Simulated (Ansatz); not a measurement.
Ansatz (an electronic-structure program) input:

Ansatz 0.2 input:
```yaml
crystal:
  periodic: [false, false, false]
  atoms:
    - {symbol: C, position_ang: [1.93424009, -1.25633118, 0.56422611]}
    - {symbol: C, position_ang: [1.35400879, -0.00938161, -0.00690467]}
    - {symbol: C, position_ang: [1.79728158, 1.29899351, 0.55194508]}
    - {symbol: C, position_ang: [0.14523794, -0.04909097, -0.88051020]}
    - {symbol: C, position_ang: [-1.18511202, 0.33254076, -0.18503107]}
    - {symbol: C, position_ang: [-1.49374183, -0.59563889, 0.98801565]}
    - {symbol: C, position_ang: [-2.32954928, 0.34084526, -1.19682156]}
    - {symbol: H, position_ang: [3.02518370, -1.19399454, 0.63842172]}
    - {symbol: H, position_ang: [1.68242249, -2.13299089, -0.03518917]}
    - {symbol: H, position_ang: [1.57327505, -1.45468824, 1.58647328]}
    - {symbol: H, position_ang: [1.54794594, 2.12965949, -0.11293305]}
    - {symbol: H, position_ang: [2.87647779, 1.31543050, 0.73051600]}
    - {symbol: H, position_ang: [1.32292870, 1.51814828, 1.52220912]}
    - {symbol: H, position_ang: [0.02847484, -1.04841423, -1.31302582]}
    - {symbol: H, position_ang: [0.27971456, 0.64381219, -1.72193563]}
    - {symbol: H, position_ang: [-1.07128620, 1.34919703, 0.20707016]}
    - {symbol: H, position_ang: [-2.43821888, -0.32464541, 1.46454769]}
    - {symbol: H, position_ang: [-0.71243928, -0.55629457, 1.74796736]}
    - {symbol: H, position_ang: [-1.57679130, -1.63229987, 0.64920179]}
    - {symbol: H, position_ang: [-3.26754489, 0.65065837, -0.73113219]}
    - {symbol: H, position_ang: [-2.12328911, 1.02236429, -2.02483197]}
    - {symbol: H, position_ang: [-2.48104482, -0.65756384, -1.61687512]}
basis:
  gaussian:
    orbitals: aug-cc-pVDZ
magnetization: {spin_polarized: true, initial_magnetization: 1}
correlation: {method: ccsd_t, electrons: outside_noble_gas}
output: {forces: true}
```

Task: Which total energy does the run end on?

Result: -274.97076 Eh (CCSD(T)/aug-cc-pVDZ). The basis has 296 functions.

It need not be the lowest isomer of its formula.
